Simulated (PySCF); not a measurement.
A structure optimised at PBE0-D3(BJ)/def2-SVP, used in a PySCF frequency run:

```
Si
H 1 1.4902
H 1 1.4918 2 109.88
C 1 1.9014 2 109.42 3 -119.88
F 4 1.3794 1 109.32 2 62.07
H 4 1.1054 5 109.04 1 121.73
H 4 1.1055 6 107.04 5 -117.93
C 1 1.9046 2 109.72 3 119.51
H 8 1.1018 1 107.00 2 -56.17
H 8 1.1025 9 109.73 1 116.38
C 8 1.4939 9 109.57 10 121.74
O 11 1.2021 8 124.88 9 24.94
H 11 1.1240 12 120.44 8 -178.18
```
Charge 0, spin multiplicity 1.

Task: Write its SMILES and formula.

Result: O=CC[SiH2]CF, C3H7FOSi

Task: What are its rotational constants (standard atomic weights)?

Result: 5.9145, 1.2623, 1.1509 GHz
